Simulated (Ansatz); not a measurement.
Reaction (redistribution): `[Cl][GeH2][SeH]` + `NC(=O)[SiH2]F` → `N[C](=O)[GeH2][Cl]` + `F[SiH2][SeH]`

Calculated with Ansatz (gas phase, PBE0-D4/def2-TZVP geometries, no zero-point term in ΔE). CCSD(T)/CBS adds triple-zeta CCSD(T) − MP2 to the extrapolated MP2 energy (def2 sets, frozen cores). Functionals use def2-TZVPP. B3LYP here is the variant with VWN-RPA as its local correlation; programs differ in this. For Ge, Se outer-core shells are correlated without core-valence functions, which leaves a few kJ/mol of doubt a bond. Scalar relativity is left out up to krypton. Each species was taken in one conformer, which may not be the lowest.

```
          level  ΔE (kJ/mol)
         r2SCAN        -14.3
          B3LYP         -8.5
CCSD/def2-TZVPP        -10.1
  HF/def2-QZVPP         -1.2
```

(1) What does CCSD(T)/CBS give? (An estimate is asked.)

Largest T1 diagnostic among the species: 0.015.

Results:

(1) Computed: -13.3 kJ/mol. The listed levels differ from it by -1.0, 4.8, 3.2, 12.1 kJ/mol.

In def2-TZVPP, CCSD(T) changes the Hartree–Fock value by −10.6 kJ/mol (the triples alone add −1.7 kJ/mol) and MP2 by −12.0 kJ/mol.
